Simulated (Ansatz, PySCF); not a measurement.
CH4BrInO, SMILES [CH3][In]([OH])[Br].

Geometry optimised at r2SCAN-D4/def2-SVP. The structure was generated by enumeration; whether it is a known compound was not checked. The def2 effective core potentials stand for the cores of In; spin–orbit coupling is left out. One conformer was computed; it need not be the lowest.

Vertical ionisation energy (IE) and electron affinity (EA) in eV. Rows of orbital energies are one-electron estimates. Where ΔSCF, EOM or ADC give a negative EA the extra electron is unbound and the value depends on the basis.

```
level                                                                        IE    EA
------------------------------------------------------------------------  -----  ----
−ε(HOMO), −ε(LUMO), M06-2X/def2-TZVP (PySCF)                               9.25  0.77
−ε(HOMO), −ε(LUMO), PBE/def2-TZVP (PySCF)                                  6.71  2.35
ΔSCF, CAM-B3LYP/def2-SVPD (Ansatz), final states of multiplicity 2 and 2  10.37  0.20
ΔSCF, PBE/def2-SVPD (Ansatz), final states of multiplicity 2 and 2         9.73  0.34
```

What vertical singlet–triplet gap does ΔSCF give with CAM-B3LYP/def2-SVPD (Ansatz, a first-principles code) and with PBE/def2-SVPD (Ansatz)? (An estimate is asked for; the answer gives what the named calculation found.)

5.08 and 4.38 eV (triplet above singlet where positive).
